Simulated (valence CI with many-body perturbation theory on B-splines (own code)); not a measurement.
# Level structure of Fe VI

Method: configuration interaction combined with many-body perturbation theory (CI+MBPT): three valence electrons over a frozen Dirac-Fock core [Ar], radial functions for each j: 9 s, 9 p, 10 d, 8 f, 5 g, 3 h, 1 i, with the one-electron correlation potential Σ1, the two-electron term Σ2, the three-electron term Σ3, Breit, model QED; selected CI, second order for the rest, scaled by the run's own slope (own B-spline code, finite nucleus).

Set against measurement, 33 paired levels are off by 487 cm⁻¹ on average, the worst by 1013. These come from a selection out of Corliss and Sugar, J. Phys. Chem. Ref. Data 11, 135 (1982). Levels without a partner in it may be off by more, other configurations by 1,000 to 8,000 cm⁻¹. The list stops below the first excitations out of the core.

Levels 1 to 35 of 35, with energies above the lowest level, 3d³ ⁴F_3/2. "Leading %" is the weight of the configuration and term that name the level; weights of strongly mixed levels are sums over their largest components and can fall short. In the jj column 3d3/2^4 stands for four electrons in 3d with j = 3/2. Lifetimes count E1, E2, E3, M1 and M2 decay at the calculated energies, and are blank where another channel may lead or the interval is too uncertain; long ones can be off by a factor of two.

```tsv
No.	Configuration	Term	J	E (cm⁻¹)	Leading %	Lifetime	g	Leading jj
1	3d³	⁴F	3/2	0	100		0.399	3d3/2^3 (37 %)
2	3d³	⁴F	5/2	508	100	176 s	1.028	3d3/2^2 3d5/2 (76 %)
3	3d³	⁴F	7/2	1181	100	75.4 s	1.238	3d3/2 3d5/2^2 (78 %)
4	3d³	⁴F	9/2	1991	100	69.6 s	1.333	3d3/2 3d5/2^2 (46 %)
5	3d³	⁴P	1/2	19293	99	10.8 s	2.651	3d3/2^2 3d5/2 (63 %)
6	3d³	⁴P	3/2	19495	97	11.4 s	1.724	3d3/2^2 3d5/2 (46 %)
7	3d³	⁴P	5/2	20162	100	11.6 s	1.600	3d3/2 3d5/2^2 (63 %)
8	3d³	²G	7/2	20331	100	2.13 s	0.888	3d3/2^2 3d5/2 (50 %)
9	3d³	²G	9/2	21017	98	1.26 s	1.107	3d3/2^2 3d5/2 (50 %)
10	3d³	²P	3/2	26736	59	853 ms	1.133	3d3/2 3d5/2^2 (42 %)
11	3d³	²P	1/2	26983	99	2.86 s	0.684	3d3/2 3d5/2^2 (63 %)
12	3d³	²H	9/2	27946	98	3.29 s	0.913	3d3/2 3d5/2^2 (45 %)
13	3d³	²H	11/2	28418	100	9.54 s	1.091	3d3/2 3d5/2^2 (100 %)
14	3d³	²D	5/2	29032	99	781 ms	1.201	3d3/2 3d5/2^2 (52 %)
15	3d³	²D	3/2	29151	61	701 ms	1.010	3d5/2^3 (72 %)
16	3d³	²F	7/2	46405	100	1.05 s	1.143	3d3/2 3d5/2^2 (72 %)
17	3d³	²F	5/2	46790	100	1.37 s	0.857	3d3/2 3d5/2^2 (54 %)
18	3d³	²D	5/2	72721	99	54.0 ms	1.200	3d3/2^2 3d5/2 (55 %)
19	3d³	²D	3/2	73053	99		0.799	3d3/2 3d5/2^2 (87 %)
20	3d²4s	⁴F	3/2	261070	99	12.2 μs	0.399	3d3/2^2 4s (71 %)
21	3d²4s	⁴F	5/2	261600	99	12.1 μs	1.027	3d3/2 3d5/2 4s (59 %)
22	3d²4s	⁴F	7/2	262360	99	12.1 μs	1.238	3d3/2 3d5/2 4s (85 %)
23	3d²4s	⁴F	9/2	263340	99	12.1 μs	1.333	3d5/2^2 4s (78 %)
24	3d²4s	²F	5/2	268210	98	8.13 μs	0.858	3d3/2 3d5/2 4s (62 %)
25	3d²4s	²F	7/2	269740	98	8.10 μs	1.143	3d5/2^2 4s (62 %)
26	3d²4s	²D	5/2	280630	75	9.86 μs	1.297	3d3/2 3d5/2 4s (64 %)
27	3d²4s	²D	3/2	280920	84	9.92 μs	0.932	3d3/2 3d5/2 4s (50 %)
28	3d²4s	⁴P	1/2	281480	99	9.46 μs	2.668	3d3/2^2 4s (43 %)
29	3d²4s	⁴P	3/2	281960	85	9.52 μs	1.607	3d3/2 3d5/2 4s (77 %)
30	3d²4s	⁴P	5/2	282840	75	9.55 μs	1.503	3d5/2^2 4s (86 %)
31	3d²4s	²P	1/2	287860	99	8.37 μs	0.668	3d3/2 3d5/2 4s (68 %)
32	3d²4s	²P	3/2	288580	97	8.38 μs	1.327	3d5/2^2 4s (48 %)
33	3d²4s	²G	9/2	291340	99	9.14 μs	1.111	3d3/2 3d5/2 4s (78 %)
34	3d²4s	²G	7/2	291350	99	9.17 μs	0.888	3d3/2 3d5/2 4s (77 %)
35	3d²4s	²S	1/2	330470	99	7.14 μs	2.002	3d5/2^2 4s (63 %)
```

Names give the largest LS component (configuration and term), which can be under half, so a name can repeat, a term be missing and a line seem to break the LS rules; names also repeat where a configuration has a term twice.

The ionisation energy to 3d² ³F2 of the next ion comes out as 98.757 eV (NIST: 98.985 ± 0.015 eV (measured)). All 35 levels together are meant to be complete up to 330630 cm⁻¹.
